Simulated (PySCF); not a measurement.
AlI2 (SMILES [I][Al+][I]), charge +1, singlet, geometry from GFN2-xTB (such geometries of metal compounds can be far from the true shape) (core potentials on I). Base run: TPSS/def2-SVP in PySCF.

Here is a job for PySCF.
```python
from pyscf import gto, scf, dft

mol = gto.M(
    atom='''
Al    0.000000    0.000000    0.000000
I    -0.000000   -0.000000   -2.473770
I     0.000000    0.000000    2.473770
''',
    basis='def2-svp',
    ecp={'I': 'def2-svp'},
    charge=1,
    spin=0,
    verbose=4,
)

mf = dft.RKS(mol)
mf.xc = 'tpss'
mf.kernel()
mf.analyze()
```

Variants of this job, named by their change:

```csv
change,ΔE vs base (µEh),grid points,electrons on the grid,outcome
base,0.0,63096,61.99999,converged
"grids.atom_grid = (99, 590)",-4.7,87168,62.00000,converged
grids.level = 4,-5.4,91872,62.00000,converged
grids.level = 2,-25.0,39984,62.00000,converged
grids.prune = dft.gen_grid.sg1_prune,-,-,-,input refused
grids.prune = dft.gen_grid.treutler_prune,0.0,62560,61.99999,converged
"grids.atom_grid = (50, 194)",-223,18744,62.00006,converged
grids.becke_scheme = stratmann,-5.1,63096,62.00000,converged
grids.level = 7,-6.6,265864,62.00000,converged
grids.level = 5,-8.1,136696,62.00000,converged
"grids.atom_grid = (30, 110)",4962,7272,61.99992,converged
```

- grids.prune = dft.gen_grid.sg1_prune: ended with `IndexError: index 53 is out of bounds for axis 0 with size 19`
